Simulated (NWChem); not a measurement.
System: ZnH cation; SMILES [ZnH+]

NWChem input:

```
start job
memory heap 200 mb stack 900 mb global 1100 mb
charge 1
geometry units angstroms noautoz
  Zn     0.000000     0.000000     0.062836
  H      0.000000     0.000000    -1.471302
end
basis spherical
  * library cc-pvtz
end
dft
  xc xpbe96 cpbe96
  iterations 150
  mulliken
end
task dft energy
```

Structure relaxed at the PBE0/def2-SVP level.

**Question.** Predict the main results of this run. (PBE/cc-pVTZ.) Quantities: basis functions; energy (Ha); highest occupied level (eV); orbital gap (eV).

**Answer.** 
```
Quantity                        Value
---------------------------  --------
number of basis functions          82
energy (Ha)                  -1779.42
highest occupied level (eV)    -15.62
orbital gap (eV)                 4.41
```
